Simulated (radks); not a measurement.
Fractional charge and spin in the 4s shell of arsenic: the spin-up occupation runs from 0 to 1 and the spin-down occupation from 0 to 1; the fullest corner is As2+, [Ar] 3d10 4p(up 0.5, down 0.5) 4s(up 1, down 1). Calculated with a radial shooting solver on a logarithmic mesh with Libxc functionals: non-relativistic Kohn-Sham, BLYP, spin-polarised, spherical densities, point nucleus. Energy (eV) above the fullest corner. The planes named below are the two flat planes that join the four corners, with an edge along up + down = one added electron.

| down \ up | 0 | 0.25 | 0.5 | 0.75 | 1 |
|---|---|---|---|---|---|
| 0 | 89.546 | 75.638 | 62.475 | 50.055 | 38.374 |
| 0.25 | 75.638 | 62.564 | 50.224 | 38.616 | 27.734 |
| 0.5 | 62.475 | 50.224 | 38.698 | 27.891 | 17.797 |
| 0.75 | 50.055 | 38.616 | 27.891 | 17.873 | 8.555 |
| 1 | 38.374 | 27.734 | 17.797 | 8.555 | 0.000 |

Corners above the fullest one (they belong to As3+ and the next ion): (up 1, down 0) 38.374 eV, (up 0, down 1) 38.374 eV, (up 0, down 0) 89.546 eV. With half an added electron in each spin the energy lies 0.324 eV from the planes, and with half an added electron in spin up alone -1.486 eV. The planes are only a guide here: the flat-plane condition holds for ground states with one frontier orbital, while this shell lies below other occupied shells, so the corners above the fullest one are inner-hole states and not the ground states of those ions.
